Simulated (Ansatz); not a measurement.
Consider the ligand exchange at the Si–O bond: `[SiH3]O[SiH2][GeH3]` + H–F → `F[SiH2][GeH3]` + `O[SiH3]`.

Isolated molecules relaxed with PBE0-D4/def2-TZVP in Ansatz; ΔE leaves out vibrations. CCSD(T)/CBS is the MP2 limit (def2-TZVPP, def2-QZVPP) plus CCSD(T) − MP2 in def2-TZVPP, frozen cores. This one scheme is used for every species. Functionals use def2-TZVPP. For Ge outer-core shells are correlated without core-valence functions, which leaves a few kJ/mol of doubt a bond. Scalar relativity is left out up to krypton. One conformer a species, not always the lowest.

```csv
species,LDA (SPW92) energy (Eh)
`[SiH3]O[SiH2][GeH3]`,-2730.05423
H–F,-99.83933
`F[SiH2][GeH3]`,-2464.44705
`O[SiH3]`,-365.45630
```

Question: Work out ΔE.

Answer: ΔE = (-2464.44705) + (-365.45630) − (-2730.05423) − (-99.83933) = -0.00979 Eh = -6.1 kcal/mol. CCSD(T)/CBS gives -4.6 kcal/mol.

Largest T1 diagnostic among the species: 0.012.

From r2SCAN to r2SCAN0 (25 % exact exchange), in def2-TZVPP and without D4, ΔE moves by +0.8 kcal/mol. The D4 term adds +2.4 kcal/mol with B3LYP and +1.4 kcal/mol with PBE0; it sums over pairs of atoms, weighted by their polarisabilities, and B3LYP, whose exchange is more repulsive, gets the larger term.

B3LYP here is the variant with VWN-RPA as its local correlation; programs differ in this.
